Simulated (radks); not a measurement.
Values are calculated unless marked as measured or tabulated.
Sc2+, configuration [Ar] 3d1. Level of theory: Dirac Kohn-Sham, Slater X-alpha with alpha = 0.769, spin-unpolarised, spherical densities, point nucleus; open shells are shared between the two j in proportion to 2j + 1 (a radial shooting solver on a logarithmic mesh with Libxc functionals).

Normalised radial functions P(r) = r R(r) (large component), r in bohr:

r,3p1/2
0.003914,0.0019
0.005016,0.0030
0.006377,0.0046
0.008171,0.0072
0.01047,0.0112
0.01342,0.0176
0.0172,0.0273
0.02204,0.0421
0.02824,0.0640
0.0359,0.0948
0.046,0.1391
0.05895,0.1986
0.07554,0.2736
0.0968,0.3595
0.124,0.4437
0.159,0.5028
0.2021,0.5040
0.259,0.4108
0.3318,0.1968
0.4252,-0.1291
0.5449,-0.5066
0.6983,-0.8314
0.8948,-0.9950
1.138,-0.9511
1.458,-0.7376
1.868,-0.4594
2.394,-0.2228
3.068,-0.0799
3.931,-0.0197
5.037,-0.0030

3p1/2: eigenvalue -49.994 eV, 1 radial node at r = 0.388 bohr, <r> = 1.15 bohr, 90 % of the charge inside 1.77 bohr.
